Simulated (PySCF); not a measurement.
F2Mn, sextet, geometry from GFN2-xTB (such geometries of metal compounds can be far from the true shape); PySCF with DF-PBE0/aug-cc-pVDZ.

PySCF was given this input:
```python
from pyscf import gto, scf, dft

mol = gto.M(
    atom='''
Mn    0.00978932    0.00026683   -0.00171777
F    -0.24180904    1.28198867   -1.09896899
F     0.21461649   -1.28272985    1.10374058
''',
    basis='aug-cc-pvdz',
    spin=5,
    verbose=4,
)

mf = dft.UKS(mol)
mf.xc = 'pbe0'
mf = mf.density_fit(auxbasis='def2-universal-jkfit')
mf.kernel()
mf.analyze()
```

What the program printed (banner, timings and long lists left out):

```
PySCF version 2.14.0

[INPUT] verbose = 4
[INPUT] num. atoms = 3
[INPUT] num. electrons = 43
[INPUT] charge = 0
[INPUT] spin (= nelec alpha-beta = 2S) = 5
[INPUT] symmetry False subgroup None
[INPUT] Mole.unit = angstrom
[INPUT] Symbol           X                Y                Z      unit          X                Y                Z       unit  Magmom
[...]
nuclear repulsion = 152.156914087329
number of shells = 27
number of NR pGTOs = 208
number of NR cGTOs = 105
basis = aug-cc-pvdz
ecp = {}

******** <class 'pyscf.df.df_jk.DFUKS'> ********
method = DFUKS
initial guess = minao
damping factor = 0
level_shift factor = 0
DIIS = <class 'pyscf.scf.diis.CDIIS'>
diis_start_cycle = 1
diis_space = 8
diis_damp = 0
SCF conv_tol = 1e-09
SCF conv_tol_grad = None
SCF max_cycles = 50
direct_scf = False
number electrons alpha = 24  beta = 19
XC library pyscf.dft.libxc version 7.1.2
    S. Lehtola, C. Steigemann, M. J. T. Oliveira, and M. A. L. Marques,  SoftwareX 7, 1–5 (2018)
XC functionals = pbe0
    C. Adamo and V. Barone,  J. Chem. Phys. 110, 6158 (1999)
    M. Ernzerhof and G. E. Scuseria,  J. Chem. Phys. 110, 5029 (1999)
radial grids:
    Treutler-Ahlrichs [JCP 102, 346 (1995); DOI:10.1063/1.469408] (M4) radial grids

becke partition: Becke, JCP 88, 2547 (1988); DOI:10.1063/1.454033
pruning grids: <function nwchem_prune>
grids dens level: 3
symmetrized grids: False
atomic radii adjust function: <function treutler_atomic_radii_adjust>
small_rho_cutoff = 0
Set gradient conv threshold to 3.16228e-05
tot grids = 49432
******** <class 'pyscf.df.df.DF'> ********
auxbasis = def2-universal-jkfit
init E= -1349.13756385501

cycle= 1 E= -1340.13151183773  delta_E= 9.01  |g|= 3.44  |ddm|= 20.4

cycle= 2 E= -1306.90648189411  delta_E= 33.2  |g|= 8.76  |ddm|=  270

cycle= 3 E= -1334.81020515155  delta_E= -27.9  |g|= 6.01  |ddm|=  266
cycle= 4 E= -1337.64472968112  delta_E= -2.83  |g|= 5.54  |ddm|=  5.7
cycle= 5 E= -1337.91022163065  delta_E= -0.265  |g|= 5.46  |ddm|= 1.73
cycle= 6 E= -1339.19026324365  delta_E= -1.28  |g|= 5.29  |ddm|= 1.37
cycle= 7 E= -1338.99460318555  delta_E= 0.196  |g|=  5.3  |ddm|= 1.05
cycle= 8 E= -1339.3019090188  delta_E= -0.307  |g|= 5.28  |ddm|= 0.929
cycle= 9 E= -1339.39201519417  delta_E= -0.0901  |g|= 5.27  |ddm|= 0.313

cycle= 10 E= -1287.95820798335  delta_E= 51.4  |g|= 6.02  |ddm|= 19.5
cycle= 11 E= -1334.09149824067  delta_E= -46.1  |g|= 6.15  |ddm|= 20.9
cycle= 12 E= -1334.57623959034  delta_E= -0.485  |g|= 6.11  |ddm|= 1.29
cycle= 13 E= -1335.06052227492  delta_E= -0.484  |g|= 6.02  |ddm|= 1.08
cycle= 14 E= -1334.73670067458  delta_E= 0.324  |g|= 6.12  |ddm|= 1.67
cycle= 15 E= -1334.42064746991  delta_E= 0.316  |g|= 6.19  |ddm|= 0.772
cycle= 16 E= -1332.48945229157  delta_E= 1.93  |g|= 6.56  |ddm|= 4.32
cycle= 17 E= -1331.89771650441  delta_E= 0.592  |g|= 6.69  |ddm|= 2.06
cycle= 18 E= -1331.60545140931  delta_E= 0.292  |g|= 6.68  |ddm|= 1.78

cycle= 19 E= -1288.21423584613  delta_E= 43.4  |g|= 5.85  |ddm|=   25
cycle= 20 E= -1330.95297380984  delta_E= -42.7  |g|= 6.79  |ddm|= 26.9
cycle= 21 E= -1330.38137456264  delta_E= 0.572  |g|= 6.89  |ddm|= 2.96
cycle= 22 E= -1329.18701284846  delta_E= 1.19  |g|= 7.03  |ddm|= 4.31
cycle= 23 E= -1326.57873901112  delta_E= 2.61  |g|= 7.35  |ddm|= 19.3
cycle= 24 E= -1325.16918595794  delta_E= 1.41  |g|= 7.53  |ddm|= 9.37
cycle= 25 E= -1325.43950991245  delta_E= -0.27  |g|= 7.49  |ddm|= 5.57
cycle= 26 E= -1326.31912432635  delta_E= -0.88  |g|= 7.39  |ddm|= 6.31
cycle= 27 E= -1326.64475250372  delta_E= -0.326  |g|= 7.34  |ddm|= 3.68

cycle= 28 E= -1264.74665170582  delta_E= 61.9  |g|= 5.36  |ddm|=   40

cycle= 29 E= -1313.17077758005  delta_E= -48.4  |g|= 8.49  |ddm|=  213

cycle= 30 E= -1314.28917406503  delta_E= -1.12  |g|= 8.32  |ddm|= 6.03

cycle= 31 E= -1311.04677839965  delta_E= 3.24  |g|=  8.4  |ddm|=   67

cycle= 32 E= -1311.61381580199  delta_E= -0.567  |g|= 8.59  |ddm|= 39.3

cycle= 33 E= -1312.24998541352  delta_E= -0.636  |g|= 8.55  |ddm|= 9.77

[...]
SCF not converged.
Total Energy =                       -1318.700674880339875
[...]
spin_pop of  0 Mn 3px       0.00811
spin_pop of  0 Mn 3py       0.00374
spin_pop of  0 Mn 3pz       0.00492
spin_pop of  0 Mn 4px       0.52763
spin_pop of  0 Mn 4py       0.23386
spin_pop of  0 Mn 4pz       0.31278
spin_pop of  0 Mn 5px       0.11331
spin_pop of  0 Mn 5py       0.05036
spin_pop of  0 Mn 5pz       0.06727
spin_pop of  0 Mn 6px       0.10333
spin_pop of  0 Mn 6py       0.04580
spin_pop of  0 Mn 6pz       0.06126
spin_pop of  0 Mn 7px       0.00964
spin_pop of  0 Mn 7py       0.00447
spin_pop of  0 Mn 7pz       0.00585
spin_pop of  0 Mn 3dxy      0.00368
spin_pop of  0 Mn 3dyz      0.00509
spin_pop of  0 Mn 3dz^2     0.00399
spin_pop of  0 Mn 3dxz      0.00339
spin_pop of  0 Mn 3dx2-y2    0.00388
spin_pop of  0 Mn 4dxy      0.00423
spin_pop of  0 Mn 4dyz      0.01771
spin_pop of  0 Mn 4dz^2     0.00599
spin_pop of  0 Mn 4dxz      0.00265
spin_pop of  0 Mn 4dx2-y2    0.00684
spin_pop of  0 Mn 5dxy      0.00325
spin_pop of  0 Mn 5dyz      0.01027
spin_pop of  0 Mn 5dz^2     0.00411
spin_pop of  0 Mn 5dxz      0.00235
spin_pop of  0 Mn 5dx2-y2    0.00465
spin_pop of  0 Mn 6dxy      0.00040
spin_pop of  0 Mn 6dyz      0.00080
spin_pop of  0 Mn 6dz^2     0.00053
spin_pop of  0 Mn 6dxz      0.00029
spin_pop of  0 Mn 6dx2-y2    0.00044
spin_pop of  0 Mn 4f-3      0.00040
spin_pop of  0 Mn 4f-2      0.00114
spin_pop of  0 Mn 4f-1      0.00122
spin_pop of  0 Mn 4f+0      0.00055
spin_pop of  0 Mn 4f+1      0.00019
spin_pop of  0 Mn 4f+2      0.00030
spin_pop of  0 Mn 4f+3      0.00058
spin_pop of  0 Mn 5f-3      0.00152
spin_pop of  0 Mn 5f-2      0.00447
spin_pop of  0 Mn 5f-1      0.00478
spin_pop of  0 Mn 5f+0      0.00216
spin_pop of  0 Mn 5f+1      0.00074
spin_pop of  0 Mn 5f+2      0.00107
spin_pop of  0 Mn 5f+3      0.00225
spin_pop of  1 F 1s       -0.00000
spin_pop of  1 F 2s        0.00530
spin_pop of  1 F 3s        0.00113
spin_pop of  1 F 4s        0.00016
spin_pop of  1 F 2px       0.94239
spin_pop of  1 F 2py       0.59091
spin_pop of  1 F 2pz       0.69114
spin_pop of  1 F 3px       0.04496
spin_pop of  1 F 3py       0.02803
spin_pop of  1 F 3pz       0.03302
spin_pop of  1 F 4px       0.00955
spin_pop of  1 F 4py       0.00538
spin_pop of  1 F 4pz       0.00648
spin_pop of  1 F 3dxy      0.01004
spin_pop of  1 F 3dyz      0.00136
spin_pop of  1 F 3dz^2     0.01365
spin_pop of  1 F 3dxz      0.00745
spin_pop of  1 F 3dx2-y2    0.00577
spin_pop of  1 F 4dxy      0.01159
spin_pop of  1 F 4dyz      0.00122
spin_pop of  1 F 4dz^2     0.01583
spin_pop of  1 F 4dxz      0.00860
spin_pop of  1 F 4dx2-y2    0.00654
spin_pop of  2 F 1s       -0.00000
spin_pop of  2 F 2s        0.11066
spin_pop of  2 F 3s        0.00132
spin_pop of  2 F 4s        0.00043
spin_pop of  2 F 2px       0.07713
spin_pop of  2 F 2py       0.02891
spin_pop of  2 F 2pz       0.04081
spin_pop of  2 F 3px       0.03185
spin_pop of  2 F 3py       0.01841
spin_pop of  2 F 3pz       0.02186
spin_pop of  2 F 4px       0.00651
spin_pop of  2 F 4py       0.00348
spin_pop of  2 F 4pz       0.00430
spin_pop of  2 F 3dxy      0.00483
spin_pop of  2 F 3dyz      0.00027
spin_pop of  2 F 3dz^2     0.00638
spin_pop of  2 F 3dxz      0.00363
spin_pop of  2 F 3dx2-y2    0.00234
spin_pop of  2 F 4dxy      0.00858
spin_pop of  2 F 4dyz      0.00303
spin_pop of  2 F 4dz^2     0.01136
spin_pop of  2 F 4dxz      0.00644
spin_pop of  2 F 4dx2-y2    0.00499
 ** Mulliken Spin Density (per atom)  **
spin density of  0 Mn =      2.16197
spin density of  1 F =      2.44049
spin density of  2 F =      0.39753
 ** Mulliken pop alpha/beta on meta-lowdin orthogonal AOs **
 ** Mulliken pop       alpha | beta **
In total            24.00000 | 19.00000
 ** Mulliken atomic charges   ( Nelec_alpha | Nelec_beta ) **
charge of  0Mn =     -5.99766  (    16.57982     14.41784 )
charge of  1F =      1.24325  (     5.09862      2.65813 )
charge of  2F =      4.75441  (     2.32156      1.92403 )
Dipole moment(X, Y, Z, Debye):  3.08088, -23.52055, 20.35800
```

The run did not converge; its last values are not results.
